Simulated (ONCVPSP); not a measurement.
# What the settings do to the ONCV potential of Nb (Z = 41)

Base potential:

```
Element                 : niobium (Nb)
Generator               : ONCVPSP 4.0.1
Type                    : optimised norm-conserving Vanderbilt (ONCV)
Functional              : PBE
Relativity              : non-relativistic
Frozen core             : [Ar] 3d10
Valence charge          : 13
Reference configuration : 4s2 4p6 4d4 5s0.5 5p0.5
Partial waves           : 4s+5s: rc 1.60 bohr, ncon 3, nbas 8, qcut 7.4 1/bohr, 2 projectors; 4p+5p: rc 1.75 bohr, ncon 3, nbas 6, qcut 6.6 1/bohr, 2 projectors; 4d: rc 2.15 bohr, ncon 5, nbas 9, qcut 6 1/bohr, 2 projectors, debl 1.3 Ha
Local potential         : polynomial inside 1.20 bohr (lpopt 5, dvloc0 6 Ha)
Core correction         : none
```

All-electron outer shells of the reference configuration (PBE, non-relativistic, ld1.x):

| shell | level (eV) | outermost node (bohr) | outermost maximum (bohr) |
| --- | --- | --- | --- |
| 3p | -342.52 | 0.17 | 0.40 |
| 3d | -200.03 | – | 0.33 |
| 4s | -55.99 | 0.55 | 1.06 |
| 4p | -34.54 | 0.55 | 1.13 |
| 5s | -4.12 | 1.44 | 3.15 |
| 4d | -3.81 | 0.55 | 1.47 |
| 5p | -1.42 | 1.64 | 4.26 |

Cutoffs, loose and tight: the cutoffs (Ha) at which the residual kinetic energy of the hardest occupied pseudo-wave falls to 1 and 0.1 mHa per electron. They do not see the model core or the augmentation charge, which bear on the density cutoff. Test errors are all-electron minus pseudo excitation energies from the reference, over the configurations 4s2 4p6 4d4 5s1 5p0; 4s2 4p6 4d4 5s0 5p0; 4s2 4p6 4d3 5s0 5p0; 4s2 4p6 4d3 5s1 5p1. A dash means not determined; rows that change the core or the reference have their own tests.

```tsv
change	outcome	cutoff, loose	cutoff, tight	bound ghosts	GHOST(+) flags above zero	largest test error (meV)
base	generated	19 Ha	23 Ha	none	s, d	+0.5
d: nproj 1	generated	19 Ha	23 Ha	none	s	+1.1
p: rc 2.2	generated	19 Ha	23 Ha	none	s, d	+0.7
s: ncon 4, nbas 9	generated	20 Ha	24 Ha	none	d	+0.5
local potential polynomial inside 1.20 bohr (lpopt 5, dvloc0 4.5 Ha)	generated	19 Ha	23 Ha	none	s	+0.7
scalar-relativistic	generated	19 Ha	23 Ha	none	none	+1.5
d: qcut 8.4	generated	19 Ha	23 Ha	none	s	-0.8
d: nbas 8	generated	19 Ha	23 Ha	none	s	+0.5
d: debl 0.35	generated	19 Ha	23 Ha	none	s	+0.7
```

Problem. What comes out with this change to the base: reference 4s2 4p6 4d4 5s1; wave 4p+5p: rc 1.75 bohr, ncon 3, nbas 6, qcut 6.6 1/bohr, 2 projectors becomes 4p: rc 1.75 bohr, ncon 3, nbas 6, qcut 6.6 1/bohr, 2 projectors, debl 2.5 Ha?

Solution. outcome: generated; cutoff, loose: 19 Ha; cutoff, tight: 23 Ha; bound ghosts: none; GHOST(+) flags above zero: s, d; largest test error (meV): +11.

Problem. What comes out with this change to the base: core [Ar] 3d10 4s2, valence charge 11; reference 4p6 4d5; waves now s scattering state at 0.31 Ha: rc 1.60 bohr, ncon 4, nbas 7, qcut 4.2 1/bohr, 2 projectors, debl 3.7 Ha; 4p: rc 1.25 bohr, ncon 4, nbas 8, qcut 5.6 1/bohr, 2 projectors, debl 3.5 Ha; 4d: rc 1.65 bohr, ncon 4, nbas 7, qcut 6.3 1/bohr, 2 projectors, debl 2.4 Ha; local potential polynomial inside 0.85 bohr (lpopt 5, dvloc0 0 Ha)?

Solution. outcome: failed: ERROR pspot: first pseudo wave function has node, program will stop. Cause: the optimised pseudo-wave of the first projector has a node, so the radial equation cannot be inverted for a potential.

Problem. What comes out with this change to the base: d: rc 1.46?

Solution. outcome: generated; cutoff, loose: 19 Ha; cutoff, tight: 70 Ha; bound ghosts: none; GHOST(+) flags above zero: s; largest test error (meV): -1.2.
